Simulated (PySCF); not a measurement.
Point-charge models of `[SiH3]N1[SiH2]CN[SiH2][Si@H]1Cl` against its computed dipole.

Coordinates (GFN2-xTB, Å) and charges (e) from the PBE0/pcSseg-1 density (PySCF):

```csv
atom,x,y,z,Mulliken,IAO,Hirshfeld,ESP-fitted
Si1,2.747,-0.629,-0.569,+0.6531,+0.7447,+0.3480,+0.4324
N2,1.119,-0.197,-0.092,-1.0833,-1.0267,-0.3486,-0.3307
Si3,0.051,-1.392,0.587,+0.8181,+0.8833,+0.3613,+0.3911
C4,-1.753,-1.108,0.038,-0.3308,-0.4357,-0.1159,-0.1143
N5,-2.297,0.175,0.454,-0.6628,-0.6721,-0.2459,-0.7262
Si6,-1.640,1.694,-0.005,+0.5063,+0.5980,+0.2777,+0.6023
Si7,0.637,1.486,-0.142,+0.5900,+0.7356,+0.2989,+0.1862
Cl8,1.615,2.457,1.340,-0.3118,-0.3229,-0.1272,-0.1836
H9,2.762,-0.739,-2.030,-0.0838,-0.1356,-0.0803,-0.1064
H10,3.669,0.412,-0.123,-0.0791,-0.1214,-0.0765,-0.0798
H11,3.062,-1.901,0.073,-0.0989,-0.1222,-0.0714,-0.0814
H12,0.118,-1.353,2.053,-0.0745,-0.1419,-0.0830,-0.0839
H13,0.450,-2.704,0.069,-0.1072,-0.1354,-0.0795,-0.1121
H14,-2.350,-1.897,0.499,+0.1372,+0.1541,+0.0462,+0.1110
H15,-1.851,-1.248,-1.047,+0.1321,+0.1241,+0.0290,+0.0755
H16,-3.302,0.139,0.554,+0.2027,+0.2589,+0.1185,+0.3619
H17,-2.133,2.202,-1.307,-0.0971,-0.1512,-0.0942,-0.1554
H18,-2.169,2.610,1.011,-0.0667,-0.1098,-0.0771,-0.1410
H19,1.257,2.001,-1.372,-0.0434,-0.1239,-0.0799,-0.0455
```

Question: What dipole does each set of charges give (1 e·Å = 4.803 D), and what does the density give?

Answer: The full density gives (-1.74, -1.63, -1.16) D, 2.65 D in size; dipole vectors point from the negative to the positive end.

| scheme | μx | μy | μz | size (D) | share of the full size (%) | angle to the full dipole (°) |
| --- | --- | --- | --- | --- | --- | --- |
| Mulliken | -0.25 | -1.83 | -2.09 | 2.79 | 105 | 38 |
| IAO | -0.47 | -1.23 | -1.66 | 2.12 | 80 | 32 |
| Hirshfeld | -0.82 | -0.73 | -0.38 | 1.16 | 44 | 7 |
| ESP-fitted | -1.78 | -1.66 | -1.23 | 2.73 | 103 | 1 |

Question: Which set comes closest?

Answer: Length of the difference vector: ESP-fitted 0.09 D, IAO 1.43 D, Hirshfeld 1.51 D, Mulliken 1.77 D. Closest: ESP-fitted. ESP charges are fitted to the potential around the molecule, whose slowest-falling term is the dipole's. 

Question: What is left for the Hirshfeld atoms' own dipoles?

Answer: The Hirshfeld atoms' densities add up to the full density, so μ = Σ q r + Σ (atomic dipoles). The atomic dipoles sum to (-1.74, -1.63, -1.16) − (-0.82, -0.73, -0.38) = (-0.92, -0.90, -0.78) D, 1.51 D in size.

Question: With the origin at the mean of the coordinates, (-0.001, 0.000, 0.000) Å, which are the largest single terms, by size, of the Mulliken dipole along the direction of the full one?

Answer: Cl8 +4.73, N5 -3.83, Si1 -3.67, Si7 -3.60, N2 +2.99 D; all 19 atoms together +2.20 D. The single terms depend on the origin, their sum doesn't.

Question: Give the size of the full dipole in other units.

Answer: 2.65 D = 1.044 au = 0.552 e·Å = 8.85 × 10⁻³⁰ C·m.

Isolated species at its GFN2-xTB geometry (one conformer only). GFN2-xTB frequencies show an imaginary mode (48i cm⁻¹), so this geometry is no minimum at that level.

These values come from a run that also computed NMR shieldings. Time: 56 s of wall time; peak memory 1.0 GiB. Hardware: Arm Neoverse V1, one thread, shared host with 32 logical CPUs at a one-minute load of 26.
